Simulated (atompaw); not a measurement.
## Zn (Z = 30): one change to a PAW (atompaw) potential, before and after

Zn, PAW, made with atompaw 4.2.0.5 (PBE, scalar-relativistic). Core [Ar], reference 3d10 4s2 4p0. Waves: 4s (bound): rc 3.00 bohr; 4s channel at -0.15 Ry: rc 3.00 bohr; 4p (bound, empty): rc 3.00 bohr; 4p channel at 1.45 Ry: rc 3.00 bohr; 3d (bound): rc 1.25 bohr; 3d channel at -0.25 Ry: rc 1.25 bohr; 4f channel at 0.15 Ry: rc 3.00 bohr. Local part: bessel scheme, radius 2.75 bohr. Core correction: smooth core density matched at 2.50 bohr. Augmentation charge: sinc compensation charge, radius 2.80 bohr; PAW radius 3.00 bohr; waves and projectors: custom rrkj gramschmidtortho.

Change: all radii scaled by about 1.15 (s 3.44, p 3.44, d 1.44, f 3.44 bohr); local potential bessel scheme, radius 3.16 bohr; augmentation sinc compensation charge, radius 3.22 bohr; PAW radius 3.44 bohr; waves and projectors: custom rrkj gramschmidtortho; core correction smooth core density matched at 2.88 bohr.

Cutoffs: the cutoffs (Ry, on a coarse ladder) from which the occupation-weighted sum of valence levels, in a spherical-Bessel basis at the reference potential, stays within 10 and 1 mRy of its value at 400 Ry; they do not see the model core or the augmentation charge, which bear on the density cutoff.

What does the change do?

The potential gets softer (90 Ry and 160 Ry → 55 Ry and 90 Ry); neither file shows a bound ghost. A larger radius leaves more room for a smooth pseudo-wave, so fewer plane waves are needed.

| quantity | base | changed |
| --- | --- | --- |
| cutoff, loose | 90 Ry | 55 Ry |
| cutoff, tight | 160 Ry | 90 Ry |
| loose cutoff by channel (10 mRy a level) | s 6 Ry, d 60 Ry | s 6 Ry, d 45 Ry |
| bound ghosts | none | none |
| lowest overlap eigenvalue by channel | s 0.50, p 0.70, d 1.00, f 0.83 | s 0.53, p 0.50, d 1.00, f 0.80 |

 The cutoffs see the waves, projectors and local potential, not the compensation charge or the core.
